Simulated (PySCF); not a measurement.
Si(I)(OH)3 (H3IO3Si), SMILES O[Si](O)(O)I. The structure is a stationary point at B3LYP-D3(BJ)/def2-SVP. The def2 effective core potentials stand for the cores of I; spin–orbit coupling is left out. One conformer was computed; it need not be the lowest.

### Question
Give the equilibrium geometry at B3LYP-D3(BJ)/def2-SVP (PySCF confirms it by a frequency run) as a Z-matrix, and its point group. (The exact figures need the calculation; the answer reports its results.)

### Answer
This is not unique; one that fits is point group C3.
```
Si
O 1 1.6414
H 2 0.9648 1 117.55
O 1 1.6414 2 109.79 3 173.78
H 4 0.9648 1 117.55 2 -65.43
O 1 1.6414 2 109.79 3 -65.43
H 6 0.9648 1 117.55 2 173.78
I 1 2.4874 2 109.15 3 54.17
```
Charge 0, spin multiplicity 1.
